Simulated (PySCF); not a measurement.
**How methods differ on the excitation energy of Ne⁺**

Ne⁺ [He] 2s2 2p5 (2P) → Ne⁺ [He] 2s2 2p4 3d1 (high-spin determinant), as a difference of total energies. Computed with PySCF 2.14 in aug-cc-pVTZ with one added diffuse shell each of s, p, d, f type (6s5p4d3f, 62 functions), with the non-relativistic Hamiltonian (point nucleus). Correlated levels: valence: 1s2 frozen. The calculations carry no spin-orbit coupling.

```csv
method,excitation energy (cm⁻¹)
UHF,278750
MP2 (valence),289730
SCS-MP2 (valence),289960
CCSD (valence),288970
CCSD(T) (valence),289120
```

The promoted electron is Rydberg-like, and one or two diffuse shells describe it only roughly, which tends to raise the upper state.

The determinant of the upper state mixes LS terms, which raises its energy above the lowest term, most at the Hartree-Fock and MP2 levels.
